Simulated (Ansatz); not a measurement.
Species: sum formula HSiOCl2, charge 0, multiplicity 2. It need not be the lowest isomer of its formula. 
Coordinates optimised at B3LYP-D3(BJ)/def2-TZVP (Ansatz, a program for electronic structure):
```xyz
5

Si     0.3021     0.4755    -0.2037
Cl    -0.0335    -1.2234    -1.3511
Cl    -1.1680     0.6806     1.2223
O      1.7162     0.3283     0.6117
H      2.4671    -0.0568     0.1476
```
Charge 0, spin multiplicity 2.

Basis-set convergence of Hartree-Fock and MP2 correlation energies (hartree) with Ansatz. Cores are frozen in the correlated levels unless marked. Open shells are spin-unrestricted. No spin-orbit coupling. No relativistic terms.

```csv
basis,functions,E(HF),"E(corr, MP2)"
cc-pV(D+d)Z,88,-1283.50878,-0.53389
cc-pV(T+d)Z,161,-1283.58987,-0.70900
cc-pV(Q+d)Z,277,-1283.60737,-0.77605
```

Extrapolating the two largest sets (X = 3 and 4) as X^-3: E(corr) = (64·(-0.77605) - 27·(-0.70900))/37 = -0.8250 Eh, an estimate of the basis-set limit. The largest set recovers 94.1 % of it, the smallest 64.7 %.
